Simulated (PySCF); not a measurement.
2-methylpenta-1,4-diene (C6H10), SMILES C=CCC(=C)C.

Coordinates come from a PBE0-D3(BJ)/def2-SVP optimisation. The values are those of a single conformer.

Calculation: PySCF with PBE0-D3(BJ)/def2-SVP.

Frequencies are harmonic and unscaled.

Computed vibrational spectrum:
```json
[
 {"mode": "1", "ν (cm⁻¹)": "45", "IR (km/mol)": "0.2", "moving atoms (share of kinetic energy)": "C 60 %, H 40 %"},
 {"mode": "2", "ν (cm⁻¹)": "77", "IR (km/mol)": "0.1", "moving atoms (share of kinetic energy)": "C 67 %, H 33 %"},
 {"mode": "3", "ν (cm⁻¹)": "187", "IR (km/mol)": "0.7", "moving atoms (share of kinetic energy)": "H 90 %, C 10 %"},
 {"mode": "4", "ν (cm⁻¹)": "236", "IR (km/mol)": "0.1", "moving atoms (share of kinetic energy)": "C 55 %, H 45 %"},
 {"mode": "5", "ν (cm⁻¹)": "365", "IR (km/mol)": "0.9", "moving atoms (share of kinetic energy)": "C 65 %, H 35 %"},
 {"mode": "6", "ν (cm⁻¹)": "418", "IR (km/mol)": "0.5", "moving atoms (share of kinetic energy)": "C 53 %, H 47 %"},
 {"mode": "7", "ν (cm⁻¹)": "446", "IR (km/mol)": "2.5", "moving atoms (share of kinetic energy)": "C 51 %, H 49 %"},
 {"mode": "8", "ν (cm⁻¹)": "500", "IR (km/mol)": "8.4", "moving atoms (share of kinetic energy)": "C 58 %, H 42 %"},
 {"mode": "9", "ν (cm⁻¹)": "648", "IR (km/mol)": "11.0", "moving atoms (share of kinetic energy)": "H 63 %, C 37 %"},
 {"mode": "10", "ν (cm⁻¹)": "715", "IR (km/mol)": "0.8", "moving atoms (share of kinetic energy)": "H 87 %, C 13 %"},
 {"mode": "11", "ν (cm⁻¹)": "848", "IR (km/mol)": "2.2", "moving atoms (share of kinetic energy)": "C 61 %, H 39 %"},
 {"mode": "12", "ν (cm⁻¹)": "913", "IR (km/mol)": "24.0", "moving atoms (share of kinetic energy)": "H 70 %, C 30 %"},
 {"mode": "13", "ν (cm⁻¹)": "923", "IR (km/mol)": "21.2", "moving atoms (share of kinetic energy)": "H 70 %, C 30 %"},
 {"mode": "14", "ν (cm⁻¹)": "943", "IR (km/mol)": "35.8", "moving atoms (share of kinetic energy)": "H 70 %, C 30 %"},
 {"mode": "15", "ν (cm⁻¹)": "955", "IR (km/mol)": "3.8", "moving atoms (share of kinetic energy)": "H 51 %, C 49 %"},
 {"mode": "16", "ν (cm⁻¹)": "988", "IR (km/mol)": "0.0", "moving atoms (share of kinetic energy)": "H 71 %, C 29 %"},
 {"mode": "17", "ν (cm⁻¹)": "1013", "IR (km/mol)": "4.5", "moving atoms (share of kinetic energy)": "H 65 %, C 35 %"},
 {"mode": "18", "ν (cm⁻¹)": "1035", "IR (km/mol)": "8.6", "moving atoms (share of kinetic energy)": "H 87 %, C 13 %"},
 {"mode": "19", "ν (cm⁻¹)": "1053", "IR (km/mol)": "2.5", "moving atoms (share of kinetic energy)": "H 60 %, C 40 %"},
 {"mode": "20", "ν (cm⁻¹)": "1121", "IR (km/mol)": "7.8", "moving atoms (share of kinetic energy)": "H 58 %, C 42 %"},
 {"mode": "21", "ν (cm⁻¹)": "1229", "IR (km/mol)": "0.1", "moving atoms (share of kinetic energy)": "H 72 %, C 28 %"},
 {"mode": "22", "ν (cm⁻¹)": "1280", "IR (km/mol)": "3.1", "moving atoms (share of kinetic energy)": "H 69 %, C 31 %"},
 {"mode": "23", "ν (cm⁻¹)": "1309", "IR (km/mol)": "1.1", "moving atoms (share of kinetic energy)": "H 65 %, C 35 %"},
 {"mode": "24", "ν (cm⁻¹)": "1324", "IR (km/mol)": "0.9", "moving atoms (share of kinetic energy)": "H 56 %, C 44 %"},
 {"mode": "25", "ν (cm⁻¹)": "1392", "IR (km/mol)": "12.3", "moving atoms (share of kinetic energy)": "H 67 %, C 33 %"},
 {"mode": "26", "ν (cm⁻¹)": "1417", "IR (km/mol)": "1.7", "moving atoms (share of kinetic energy)": "H 82 %, C 18 %"},
 {"mode": "27", "ν (cm⁻¹)": "1430", "IR (km/mol)": "0.5", "moving atoms (share of kinetic energy)": "H 85 %, C 15 %"},
 {"mode": "28", "ν (cm⁻¹)": "1441", "IR (km/mol)": "8.6", "moving atoms (share of kinetic energy)": "H 88 %, C 12 %"},
 {"mode": "29", "ν (cm⁻¹)": "1452", "IR (km/mol)": "14.7", "moving atoms (share of kinetic energy)": "H 95 %"},
 {"mode": "30", "ν (cm⁻¹)": "1463", "IR (km/mol)": "10.8", "moving atoms (share of kinetic energy)": "H 94 %"},
 {"mode": "31", "ν (cm⁻¹)": "1743", "IR (km/mol)": "11.9", "moving atoms (share of kinetic energy)": "C 88 %, H 12 %"},
 {"mode": "32", "ν (cm⁻¹)": "1751", "IR (km/mol)": "19.6", "moving atoms (share of kinetic energy)": "C 91 %, H 9 %"},
 {"mode": "33", "ν (cm⁻¹)": "3024", "IR (km/mol)": "18.8", "moving atoms (share of kinetic energy)": "H 94 %"},
 {"mode": "34", "ν (cm⁻¹)": "3044", "IR (km/mol)": "19.2", "moving atoms (share of kinetic energy)": "H 97 %"},
 {"mode": "35", "ν (cm⁻¹)": "3120", "IR (km/mol)": "10.8", "moving atoms (share of kinetic energy)": "H 91 %, C 9 %"},
 {"mode": "36", "ν (cm⁻¹)": "3121", "IR (km/mol)": "9.6", "moving atoms (share of kinetic energy)": "H 91 %, C 9 %"},
 {"mode": "37", "ν (cm⁻¹)": "3154", "IR (km/mol)": "10.2", "moving atoms (share of kinetic energy)": "H 95 %"},
 {"mode": "38", "ν (cm⁻¹)": "3159", "IR (km/mol)": "3.9", "moving atoms (share of kinetic energy)": "H 94 %"},
 {"mode": "39", "ν (cm⁻¹)": "3165", "IR (km/mol)": "11.9", "moving atoms (share of kinetic energy)": "H 91 %, C 9 %"},
 {"mode": "40", "ν (cm⁻¹)": "3170", "IR (km/mol)": "10.3", "moving atoms (share of kinetic energy)": "H 91 %, C 9 %"},
 {"mode": "41", "ν (cm⁻¹)": "3258", "IR (km/mol)": "8.0", "moving atoms (share of kinetic energy)": "H 89 %, C 11 %"},
 {"mode": "42", "ν (cm⁻¹)": "3259", "IR (km/mol)": "9.1", "moving atoms (share of kinetic energy)": "H 89 %, C 11 %"}
]
```
